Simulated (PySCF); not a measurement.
# Electron correlation in Nb (niobium, neutral)

[Kr] 4d3 5s1 6s1, high-spin 6F determinant (an excited configuration). Calculation: PySCF 2.14, in aug-cc-pwCVTZ-DK (11s10p8d4f3g, 136 functions); scalar relativity by spin-free X2C-1e. Frozen: [Ar] 3d10; 13 electrons correlated.

MP2 pair energies summed by pair of shells (mhartree):

```
 pair   energy  share (%)
4p-4p  -114.36       34.1
4p-4d  -102.66       30.6
4s-4p   -42.90       12.8
4p-5s   -17.90        5.3
4d-4d   -16.39        4.9
4s-4d   -14.76        4.4
4d-5s   -12.95        3.9
4s-4s    -7.16        2.1
5s-6s    -1.95        0.6
4d-6s    -1.62        0.5
4p-6s    -1.46        0.4
4s-5s    -1.28        0.4
4s-6s    -0.10        0.0
```

Total MP2 correlation energy: -335.48 mhartree.

Same-spin part -107.46 and opposite-spin part -228.02 mhartree; SCS-MP2 scales them by 1/3 and 6/5 to -309.44 mhartree.
